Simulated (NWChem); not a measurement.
The numbers come from NWChem runs, not from measurements. System: AgF, charge 0, spin multiplicity 1, at a geometry optimised with PBE0/def2-SVP with def2 effective core potentials on Ag. The structure started from a generated list of species. Level: CCSD(T)/def2-TZVP with def2 effective core potentials on Ag, 5 core orbitals frozen.

Job file:

```
start mol
memory heap 100 mb stack 700 mb global 1900 mb
geometry units angstroms nocenter noautoz
  Ag     0.000000     0.000000    -0.317217
  F      0.000000     0.000000     1.656577
  symmetry group C2v
end
basis spherical
  * library def2-tzvp
end
ecp
  Ag library def2-ecp
end
scf
  rhf
  nopen 0
  maxiter 100
  thresh 1e-7
  semidirect memsize 60000000 filesize 0
end
tce
  freeze core 5
  ccsd(t)
  2eorb
  2emet 13
  thresh 1e-6
  maxiter 100
  tilesize 24
end
task tce energy
```

Part of the output:

```
             Northwest Computational Chemistry Package (NWChem) 7.3.0
             --------------------------------------------------------

                                NWChem Input Module
                                -------------------

 Scaling coordinates for geometry "geometry" by  1.889725989
 (inverse scale =  0.529177249)

 Turning off AUTOSYM since
 SYMMETRY directive was detected!

                             Geometry "geometry" -> ""
                             -------------------------

 Output coordinates in angstroms (scale by  1.889725989 to convert to a.u.)

  No.       Tag          Charge          X              Y              Z
 ---- ---------------- ---------- -------------- -------------- --------------
    1 Ag                  47.0000     0.00000000     0.00000000    -0.31721700
    2 F                    9.0000     0.00000000     0.00000000     1.65657700

 Effective nuclear repulsion energy (a.u.)     113.4069595545

            Nuclear Dipole moment (a.u.)
            ----------------------------
        X                 Y               Z
 ---------------- ---------------- ----------------
     0.0000000000     0.0000000000    -0.0000113384

      Symmetry information
      --------------------

 Group name             C2v
 Group number             16
 Group order               4
 No. of unique centers     2

      Symmetry unique atoms

     1    2


 Summary of "ao basis" -> "" (spherical)
 ------------------------------------------------------------------------------
       Tag                 Description            Shells   Functions and Types
 ---------------- ------------------------------  ------  ---------------------
 *                         def2-tzvp                  on all atoms

 Summary of "ao basis" -> "ao basis" (spherical)
 ------------------------------------------------------------------------------
       Tag                 Description            Shells   Functions and Types
 ---------------- ------------------------------  ------  ---------------------
 Ag                        def2-tzvp                14       40   6s4p3d1f
[...]
          -----------------------
          Calculation type : Coupled-cluster singles & doubles w/ perturbation
   Perturbative correction : (T)
            Max iterations :      100
        Residual threshold : 0.10D-05
     T(0) DIIS level shift : 0.00D+00
     L(0) DIIS level shift : 0.00D+00
     T(1) DIIS level shift : 0.00D+00
     L(1) DIIS level shift : 0.00D+00
     T(R) DIIS level shift : 0.00D+00
     T(I) DIIS level shift : 0.00D+00
   CC-T/L Amplitude update :  5-th order DIIS
                I/O scheme : Global Array Library
        L-threshold :  0.10D-05
        EOM-threshold :  0.10D-05
 no EOMCCSD initial starts read in
 TCE RESTART OPTIONS
 SLICE:      F
 D4D5:       F
 quantumc:   F
 qrotation:  F
 pwtce:      F
 qducc:      F
 nacto:                         0
 nrotv:                         0
 nrot:                          0

            Memory Information
            ------------------
          Available GA space size is     249031759 doubles
          Available MA space size is     104841948 doubles

 Maximum block size supplied by input
 Maximum block size        24 doubles

 tile_dim =     13

 -------------------------------------------------

 Global array virtual files algorithm will be used

 Parallel file system coherency ......... OK

 4-electron integrals stored in orbital form

 v2    file size   =          1063267
 4-index algorithm nr.  13 is used
 imaxsize =       30
 imaxsize ichop =        0


CCSD iterations
 ---------------------------------------------------------
 Iter          Residuum       Correlation     Cpu    Wall
 ---------------------------------------------------------
    1   0.1678205263328  -0.5559475829578     0.4     0.4
    2   0.0344863643311  -0.5319785012544     0.4     0.4
    3   0.0113070106891  -0.5393100373886     0.4     0.4
    4   0.0083545316680  -0.5388547097653     0.4     0.4
    5   0.0038649827963  -0.5396169625644     0.4     0.4
    6   0.0028637000135  -0.5396816282488     0.4     0.4
    7   0.0026153428972  -0.5397147039870     0.4     0.4
    8   0.0015445504786  -0.5397667484946     0.4     0.4
    9   0.0015675668150  -0.5397520324866     0.4     0.4
   10   0.0009671269624  -0.5398067095025     0.5     0.5
   11   0.0001749801152  -0.5398406655709     0.5     0.5
   12   0.0001179580358  -0.5398525630030     0.4     0.4
   13   0.0000699388982  -0.5398475918061     0.5     0.5
   14   0.0000578858206  -0.5398510637385     0.5     0.5
   15   0.0000399188371  -0.5398487689241     0.4     0.4
   16   0.0000092794688  -0.5398497881162     0.4     0.4
   17   0.0000075203023  -0.5398496431633     0.5     0.5
   18   0.0000046335620  -0.5398498438136     0.4     0.4
   19   0.0000042652309  -0.5398497777845     0.4     0.4
   20   0.0000027810355  -0.5398499401539     0.4     0.4
   21   0.0000008012314  -0.5398500304412     0.6     0.6
 -----------------------------------------------------------------
 Iterations converged
 CCSD correlation energy / hartree =        -0.539850030441215
 CCSD total energy / hartree       =      -246.127639192952643

 Singles contributions

 Doubles contributions
 CCSD(T)
 Using plain CCSD(T) code
             total no. of tasks          925
 total no. of tasks / no. procs          925
                         wl_min          216           2.4
                         wl_max       140608           7.2
        thresh for no. of tasks          925

 CCSD[T]  correction energy / hartree =        -0.015298716283536
 CCSD[T] correlation energy / hartree =        -0.555148746724750
 CCSD[T] total energy / hartree       =      -246.142937909236167
 CCSD(T)  correction energy / hartree =        -0.013291132093003
 CCSD(T) correlation energy / hartree =        -0.553141162534217
 CCSD(T) total energy / hartree       =      -246.140930325045645

 Task  times  cpu:       17.2s     wall:       17.2s

 Total times  cpu:       17.2s     wall:       17.2s
```
